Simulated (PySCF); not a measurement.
Vertical excitations of a molecule CH8FNSi2 from TDA-PBE/def2-SVPD run with PySCF, as energy in eV (oscillator strength): 4.06 (0.031), 4.78 (0.005), 5.31 (0.064), 5.48 (0.068), 5.92 (0.088), 6.05 (0.006), 6.17 (0.004), 6.43 (0.027), 6.63 (0.001), 6.74 (0.012). Lowest triplet (TDA): 3.84 eV. Geometry: PBE0-D3(BJ)/def2-SVP. Other conformers were not sampled.

Problem. Pick the molecule that these values belong to.
(A) N[SiH2]C[SiH2]F
(B) NC[SiH2][SiH2]F
(C) F[SiH2]NC[SiH3]
(D) N[SiH2][C@H](F)[SiH3]

Solution. B, NC[SiH2][SiH2]F
